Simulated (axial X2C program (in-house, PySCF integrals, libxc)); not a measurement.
## Which molecule has these constants?

All values come from calculations with an in-house all-electron X2C program for linear molecules (integrals from PySCF), spin-free (one-electron X2C) or two-component (2c: spin–orbit coupling with atomic mean-field Coulomb and Gaunt terms, which also bring small scalar terms), in Dyall basis sets with cores contracted in-house; open shells are unrestricted.

A two-component PBE0 calculation in a Dyall 3-zeta basis gave Re = 2.517 Å, ωe = 348.5 cm⁻¹, De = 2.78 eV, Ω = 1/2.

**Question.** Which molecule is it?
A. SbS⁻
B. SrS⁻
C. YS⁻
D. InS⁻
E. SnS⁻

**Answer.** B. The others have YS⁻ 2.325 Å and 453.4 cm⁻¹ (Ω = 0); SbS⁻ 2.307 Å and 421.4 cm⁻¹ (Ω = 1); SnS⁻ 2.306 Å and 411.9 cm⁻¹ (Ω = 1/2); InS⁻ 2.320 Å and 390.2 cm⁻¹ (Ω = 0).

Each entry is the lowest single determinant of a limited PBE0 search at one distance. De goes to single-determinant-based atoms at the same level (for ions the charge split of lowest energy) and is withheld (n/a) where an atom does not fit its ground term or J level. Main or longest-lived isotopes. One determinant is a doubtful description, or other states lie close, for SbS⁻; these need not be ground states, and all values refer to the states named. Some open-shell Ω = 0 determinants are out of reach, so the Ω given for SbS⁻ need not be the lowest component. With several unpaired electrons the Ω given is that of one determinant, not necessarily of the lowest component. Some light 2c atoms are not at their ground J level, so De misses part of their lowering (0.04 eV or less). The functionals have no current term, which raises determinants with orbital currents.
